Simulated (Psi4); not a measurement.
Pair of molecules, SMILES CO with SMILES Br (the first has 6 atoms); geometry from B3LYP-D3(BJ)/def2-TZVP, rigid monomers moved along the line of their centres of mass till O2···H8 is 2.48 Å.
(charge 0, multiplicity 1):
```xyz
8

C      0.5606    -0.2775    -0.1702
O     -0.5316    -0.2531     0.7554
H      0.2002    -0.2321    -1.2003
H      1.0756    -1.2229    -0.0158
H      1.2609     0.5411     0.0129
H     -1.0102     0.5779     0.6618
Br     0.9924    -0.4420     4.3720
H      0.3001    -0.4082     3.0886
```

Computed with SAPT0/aug-cc-pVDZ (Psi4 1.11).

### Question
Which attractive term is largest, and how does the interaction split up?

### Answer
electrostatics -160.0, exchange 69.6, induction -36.3, dispersion -54.1, total -180.9 meV; the largest attraction is electrostatics.
